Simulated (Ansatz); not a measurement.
Computed with Ansatz on PBE0-D4/def2-TZVP structures; ΔE is electronic, products minus reactants. CCSD(T)/CBS adds triple-zeta CCSD(T) − MP2 to the extrapolated MP2 energy (def2 sets, frozen cores). This one scheme is used for every species, atoms too. Functionals use def2-TZVPP. Open shells (•) are unrestricted, without spin–orbit coupling. Spin–orbit coupling would lower the free atoms: a little for C, F, O, S, Si. Each species was taken in one conformer, which may not be the lowest.

Consider the atomization: `F[SiH]([SiH3])OC=S` → C• + F• + 5 H• + O• + S• + 2 Si•.

(1) What is ΔE at CCSD(T)/CBS? (An estimate is asked.)

(2) What do these levels give: LDA (SPW92), PBE0-D4, ωB97M-V, B2PLYP, PBE0, BHLYP? (Estimate.)

Largest T1 diagnostic among the species: 0.016.

Answers

(1) Ansatz gave: +3927.9 kJ/mol.

(2) The calculation gave: LDA (SPW92) 4509.7, PBE0-D4 3894.4, ωB97M-V 3929.5, B2PLYP 3867.1, PBE0 3869.8, BHLYP 3742.6 kJ/mol.

Leaving LDA and LC-ωPBE aside and taking each functional with its dispersion term where it has one, the values, not all of them listed here, spread over 204.3 kJ/mol, from BHLYP-D4 to PBE-D4. LDA lies +554.3 kJ/mol from PBE without D4, its usual overbinding. At CCSD(T), def2-SVP lies −309.2 kJ/mol from the extrapolated value and def2-TZVPP −122.3 kJ/mol: correlation converges slowly with the basis, and small sets miss more of it in the bonded molecule than in its fragments. The D4 term adds +46.0 kJ/mol with B3LYP and +24.5 kJ/mol with PBE0; it sums over pairs of atoms, weighted by their polarisabilities, and B3LYP, whose exchange is more repulsive, gets the larger term.

B3LYP here is the variant with VWN-RPA as its local correlation; programs differ in this.

For atomizations the MP2-based limit and the directly extrapolated one differ by several kJ/mol either way, and by 10 to 25 for some Ge, Se and Sn compounds, so smaller differences from it don't rank the levels.
